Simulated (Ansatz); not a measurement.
C4H3F7 (`FCC(F)(C(F)F)C(F)(F)F`), relaxed with RKS PBE-D4/def2-SVP in the Gaussian-basis code of Ansatz from a rough embedded geometry. The force threshold is 0.03 eV/Å; the program also tests the step.

Charge 0, multiplicity 1.

Start:

```xyz
14

F     1.417   -1.025    1.552
C     1.100    0.123    0.938
C    -0.236   -0.053    0.310
F    -1.238   -0.312    1.287
C    -0.259   -1.232   -0.629
F    -1.442   -1.389   -1.266
F     0.657   -1.104   -1.591
C    -0.671    1.168   -0.466
F     0.235    1.427   -1.404
F    -1.874    1.107   -0.977
F    -0.630    2.247    0.410
H     1.849    0.360    0.206
H     1.134    0.882    1.705
H    -0.041   -2.201   -0.075
```

How much energy does the relaxation release, and in how many steps? (Estimate.)

Ansatz gave: 39.90 kJ/mol, in 9 steps, 1 of them rejected.

Which bonds change most? (Estimate.)

Ansatz gave: C2–C3 from 1.487 to 1.528 Å; F1–C2 from 1.340 to 1.381 Å; C3–C5 from 1.508 to 1.547 Å; C3–C8 from 1.511 to 1.549 Å.

Give the relaxed structure. (Best estimate.)

Computed: 
```xyz
14

F     1.533   -1.095    1.467
C     1.101    0.115    0.959
C    -0.255   -0.067    0.279
F    -1.223   -0.313    1.242
C    -0.243   -1.310   -0.642
F    -1.385   -1.378   -1.373
F     0.818   -1.246   -1.493
C    -0.669    1.236   -0.450
F     0.091    1.422   -1.550
F    -1.957    1.216   -0.808
F    -0.480    2.300    0.368
H     1.839    0.494    0.220
H     0.988    0.847    1.786
H    -0.157   -2.220   -0.008
```
